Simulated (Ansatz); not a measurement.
CH₅BSSi (`BC([SiH3])=S`) from Hartree–Fock to CCSD(T)

```xyz
9

B    -0.254   -1.052    1.361
C     0.307   -0.220    0.193
Si   -0.066    0.976   -1.188
S     1.717   -0.889    0.669
H    -0.738   -2.121    1.123
H    -0.416   -0.518    2.420
H     1.171    1.313   -1.933
H    -0.661    2.187   -0.569
H    -1.061    0.326   -2.076
```

Total charge 0; spin multiplicity 1. Geometry: relaxed with PBE0-D4/def2-TZVP. Frozen core, restricted reference, the Gaussian-basis code of Ansatz. CBS rows extrapolate triple and quadruple zeta; past MP2 they add the triple-zeta difference.

```
     basis     HF (Eh)  MP2 corr.
  def2-SVP  -751.60312   -0.45239
def2-TZVPP  -751.91721   -0.56403
def2-QZVPP  -751.94034   -0.60439
```

**Question.** Estimate the CCSD correlation energy and the (T) correction in each basis where they were run (hartree).

**Answer.** 
```json
{"basis": "def2-SVP", "CCSD corr.": "-0.50400", "(T)": "-0.02037"}
{"basis": "def2-TZVPP", "CCSD corr.": "-0.61262", "(T)": "-0.03105"}
{"basis": "CBS(def2)", "CCSD corr.": "-0.68288", "(T)": "as TZ"}
```
